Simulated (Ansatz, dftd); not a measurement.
Reaction: CH4BS (SMILES CB[S], doublet) → CH4BS (SMILES BS[CH2], doublet)
Each species at its own B3LYP-D3(BJ)/def2-TZVP minimum (Ansatz, a program for electronic structure).

Quantity: isomerisation energy (electronic), in kcal/mol. UHF or UKS for unpaired electrons; spin-orbit terms are left out. Cores are frozen in correlated methods. Rows without X2C or -DK are non-relativistic. CBS(X,Y): correlation extrapolated as X^-3, Hartree-Fock from the larger set. A bracket is a step between two methods taken in the basis named. The functionals are non-relativistic, so their misses hold any scalar relativity. Double hybrids freeze cores in their MP2 part. '+ core + X2C': CCSD(T) terms for core correlation (cc-pwCVTZ, 1s frozen past Ne) and scalar relativity (cc-pVTZ-DK).

| level | program | isomerisation energy (kcal/mol) | difference against the last row |
|---|---|---|---|
| HF/cc-pV(Q+d)Z | Ansatz | 27.0 | 1.3 |
| r2SCAN-D4/def2-TZVPD | Ansatz + dftd4 | 24.3 | -1.4 |
| r2SCAN/def2-TZVPD | Ansatz | 24.4 | -1.3 |
| B3LYP/def2-TZVPD | Ansatz | 25.9 | 0.2 |
| CAM-B3LYP/def2-TZVPD | Ansatz | 26.5 | 0.8 |
| wB97M-V/def2-TZVPD | Ansatz | 25.9 | 0.2 |
| B2GP-PLYP-D3(BJ)/def2-TZVPD | Ansatz + dftd3 | 25.9 | 0.2 |
| MP2/cc-pV(Q+d)Z | Ansatz | 26.0 | 0.3 |
| CCSD(T)/cc-pV(D+d)Z | Ansatz | 28.4 | 2.7 |
| CCSD(T)/cc-pV(T+d)Z | Ansatz | 26.9 | 1.2 |
| CCSD(T)/CBS(cc-pV(T+d)Z,cc-pV(Q+d)Z) + core + X2C | Ansatz | 25.8 | 0.1 |
| CCSDT(Q)/cc-pV(D+d)Z | Ansatz | 28.3 | 2.6 |
| CCSD(T)/CBS(cc-pV(T+d)Z,cc-pV(Q+d)Z) + [CCSDT(Q) - CCSD(T)]/cc-pV(D+d)Z + core + X2C | Ansatz | 25.7 | 0.0 |
